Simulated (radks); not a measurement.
Values are calculated unless marked as measured or tabulated.
Problem. These are the eigenvalues of the occupied orbitals of an atom or ion with whole-number occupations (Ry). Code: a radial shooting solver on a logarithmic mesh with Libxc functionals. Model: scalar-relativistic Kohn-Sham, RPBE, spin-unpolarised, spherical densities, finite nucleus; Fermi nuclear charge, rms radius of each element as measured or else 0.836 A^(1/3) + 0.57 fm.

1s: -565.0989
2s: -72.79345
2p: -63.31214
3p: -10.70944
3d: -6.26782
4s: -3.79645

Which element is it, and in what charge state? The configuration may be excited.

Solution. Z = 27, cobalt, charge +4: Co4+ in [Ne] 3p6 3d5 4s2. The list shows which subshells hold electrons but not how many an open one holds; the 1s level, -282.55 hartree, gives Z - s = 23.8 by -(Z - s)^2/2, which with screening and relativity narrows Z to a few neighbours, and the depths of the outer levels then fix element, charge and occupations together.
